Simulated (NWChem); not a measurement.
System: HSF2 cation; SMILES F[SH+]F

Input file for NWChem:

```
start job
memory heap 200 mb stack 900 mb global 1100 mb
charge 1
geometry units angstroms noautosym nocenter noautoz
  F     -0.489097    -0.022044    -1.202940
  S      0.482723    -0.031668     0.000000
  F     -0.489097    -0.022044     1.202940
  H      0.742362     1.322973     0.000000
end
basis spherical
  F library def2-svp
  S library def2-svp
  H library def2-svp
end
dft
  xc m06-2x
  iterations 150
end
cosmo
  do_cosmo_smd true
  solvent water
end
task dft energy
```

Excerpt of the output:

```
             Northwest Computational Chemistry Package (NWChem) 7.3.0
             --------------------------------------------------------

                             Geometry "geometry" -> ""
                             -------------------------

 Output coordinates in angstroms (scale by  1.889725989 to convert to a.u.)

  No.       Tag          Charge          X              Y              Z
 ---- ---------------- ---------- -------------- -------------- --------------
    1 F                    9.0000    -0.48909700    -0.02204400    -1.20294000
    2 S                   16.0000     0.48272300    -0.03166800     0.00000000
    3 F                    9.0000    -0.48909700    -0.02204400     1.20294000
    4 H                    1.0000     0.74236200     1.32297300     0.00000000

 Effective nuclear repulsion energy (a.u.)     126.8632086253

                                 NWChem DFT Module
                                 -----------------

 Summary of "ao basis" -> "ao basis" (spherical)
 ------------------------------------------------------------------------------
       Tag                 Description            Shells   Functions and Types
 ---------------- ------------------------------  ------  ---------------------
 F                          def2-svp                 6       14   3s2p1d
 S                          def2-svp                 8       18   4s3p1d
 H                          def2-svp                 3        5   2s1p

 in cosmo_initialize ...
 calling solv_data for solv:h2o

 solvent parameters
 solvname_short: h2o
 solvname_long:  water
 dielec:       78.4000
 dielecinf:     1.7769
 aqueous SMD model solvent descriptors
 dielec:       78.4000
 sola:          0.8200

          ---------------
          -cosmo- solvent
          ---------------
 Cosmo: York-Karplus, doi: 10.1021/jp992097l
 dielectric constant -eps-     =  78.40
 screen = (eps-1)/(eps    )    =   0.98724
 surface charge correction     = lagrangian

   van der Waals surface
 --------------------------

[...]

                                COSMO-SMD solvation results
                                ---------------------------

             internal energy in gas <Psi(g)|H|Psi(g)> =      -597.685316741759
         internal energy in solvent <Psi(s)|H|Psi(s)> =      -597.684080404981
                               delta internal energy  =         0.001236336778 (    0.78 kcal/mol)
   total free energy in solvent <Psi(s)|H+V/2|Psi(s)> =      -597.794277355802
 polarization energy contribution <Psi(s)|V/2|Psi(s)> =        -0.110196950821 (  -69.15 kcal/mol)
    total free energy in solvent including G(SMD-CDS) =      -597.790452154219
                       G(SMD-CDS) energy contribution =         0.003825201583 (    2.40 kcal/mol)
     1 M fixed-concentration free energy of solvation =        -0.105135412461 (  -65.97 kcal/mol)

                       DFT Final Molecular Orbital Analysis
                       ------------------------------------

 Vector   15  Occ=2.000000D+00  E=-6.360983D-01
              MO Center= -4.4D-01, -2.1D-02,  1.2D-07, r^2= 1.9D+00
   Bfn.  Coefficient  Atom+Function         Bfn.  Coefficient  Atom+Function
  ----- ------------  ---------------      ----- ------------  ---------------
     6      0.406126  1 F  pz                38      0.406126  3 F  pz
     9     -0.270909  1 F  pz                41     -0.270909  3 F  pz
     4     -0.269471  1 F  px                36      0.269472  3 F  px
     7      0.177225  1 F  px                39     -0.177226  3 F  px
    27     -0.071250  2 S  pz                31      0.062515  2 S  d  1

 Vector   16  Occ=2.000000D+00  E=-6.337813D-01
              MO Center= -1.5D-01,  8.8D-02, -1.4D-07, r^2= 2.1D+00
   Bfn.  Coefficient  Atom+Function         Bfn.  Coefficient  Atom+Function
  ----- ------------  ---------------      ----- ------------  ---------------
     4      0.380199  1 F  px                36      0.380199  3 F  px
     7     -0.265064  1 F  px                39     -0.265064  3 F  px
    18      0.225183  2 S  s                 22      0.195273  2 S  px
     5      0.184970  1 F  py                37      0.184970  3 F  py
    47      0.184693  4 H  s                 17      0.167050  2 S  s

 Vector   17  Occ=2.000000D+00  E=-5.140691D-01
              MO Center=  3.3D-01, -1.0D-02, -7.7D-09, r^2= 1.8D+00
   Bfn.  Coefficient  Atom+Function         Bfn.  Coefficient  Atom+Function
  ----- ------------  ---------------      ----- ------------  ---------------
    23      0.355431  2 S  py                26      0.308340  2 S  py
    47      0.285295  4 H  s                  5      0.281682  1 F  py
    37      0.281682  3 F  py                17     -0.274393  2 S  s
    18     -0.216714  2 S  s                  8     -0.205984  1 F  py
    40     -0.205984  3 F  py                20      0.180638  2 S  py

 Vector   18  Occ=0.000000D+00  E=-9.596091D-02
              MO Center=  5.7D-01, -7.5D-03,  1.0D-08, r^2= 1.7D+00
   Bfn.  Coefficient  Atom+Function         Bfn.  Coefficient  Atom+Function
  ----- ------------  ---------------      ----- ------------  ---------------
    27      0.891529  2 S  pz                24      0.423942  2 S  pz
     3      0.314712  1 F  s                 35     -0.314712  3 F  s
     4     -0.246691  1 F  px                 7      0.246372  1 F  px
    36      0.246691  3 F  px                39     -0.246372  3 F  px
    21      0.221541  2 S  pz                31     -0.175241  2 S  d  1

[...]
```

Level: M06-2X/def2-SVP, SMD on the gas-phase geometry. The geometry was optimised at PBE0/def2-SVP. Solvent: water.
